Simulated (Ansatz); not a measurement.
Species: H6AlClSi2, SMILES `[SiH3][Al]([SiH3])[Cl]` (charge 0, multiplicity 1).

Task: Give a relaxed geometry from PBE-D3(BJ)/def2-TZVP (Ansatz, an electronic-structure program).

Result: the end point of this relaxation (outside a Z-matrix the atoms follow the SMILES, hydrogens last).
Cartesian coordinates (Å) in one orientation:
```xyz
10

Si    -2.227    -0.227    -0.149
Al     0.016     0.760    -0.364
Si     2.200    -0.324    -0.037
Cl     0.100     2.818    -0.890
H     -2.602    -0.297     1.303
H     -3.278     0.564    -0.863
H     -2.248    -1.631    -0.676
H      2.068    -1.678     0.593
H      3.092     0.512     0.830
H      2.882    -0.502    -1.361
```
